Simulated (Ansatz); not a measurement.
```yaml
crystal:
  periodic: [false, false, false]
  atoms:
    - {symbol: Ru, position_ang: [0.000844, 0.001464, 0.000613]}
    - {symbol: O, position_ang: [-0.003364, -0.042726, 1.745261]}
    - {symbol: O, position_ang: [1.637507, -0.012496, -0.605115]}
    - {symbol: O, position_ang: [-0.849660, 1.412513, -0.575014]}
    - {symbol: N, position_ang: [-0.785328, -1.358745, -0.565745]}
basis:
  gaussian: {orbitals: def2-SVP}
total_charge: -2
magnetization: {spin_polarized: true, initial_magnetization: 1}
hamiltonian: {xc: {name: wB97}}
accuracy: high
scf: {lower_state_search: off}
```

```sh
$ ansatz run in.yaml --threads 4 --pin off --events-out ev --progress --plain --max-ram 3916MiB
```

Shortened log:

```
Functional definition: wB97
1929 factors; integrals over basis functions are off by at most 3.0e-9 eV
478 factors; integrals over basis functions are off by at most 1.4e-9 eV
mean field evaluation 1: about -10161.4305 eV, gradient 9.3e1 eV
mean field evaluation 2: about -10027.3809 eV, gradient 1.8e2 eV
mean field evaluation 4: about -10197.2884 eV, gradient 2.4e1 eV
mean field evaluation 8: about -10199.5614 eV, gradient 4.5e-1 eV
mean field evaluation 16: about -10199.5849 eV, gradient 3.4e-2 eV
mean field evaluation 32: about -10199.5852 eV, gradient 7.5e-4 eV
mean field -10199.58517620 eV, -374.8278416981 hartree, gradient 2.8e-8 eV, S^2 0.767706; 0 other end points of the search recorded, 0 dependent functions left out
reference -10199.58517513 eV, -374.8278416587 hartree; 25, 24 occupied and 62, 63 virtual orbitals, 1929 factors
Total energy: -10199.58517513 eV, -374.8278416587 hartree
Checks for a lower state left out: stability, starts, cluster_reference, orbital_swaps, neighbouring_geometries, increment
```

It took 81 s on 4 threads of Arm Neoverse V2 on a shared host, peak host memory 0.7 GiB.

In the def2 sets Ru takes a core potential; there is no spin–orbit coupling. A multiply charged anion in the gas phase is held together partly by the finite basis. The highest occupied level of an anion often lies above zero with these methods, and sets without diffuse functions describe the outer electron poorly.
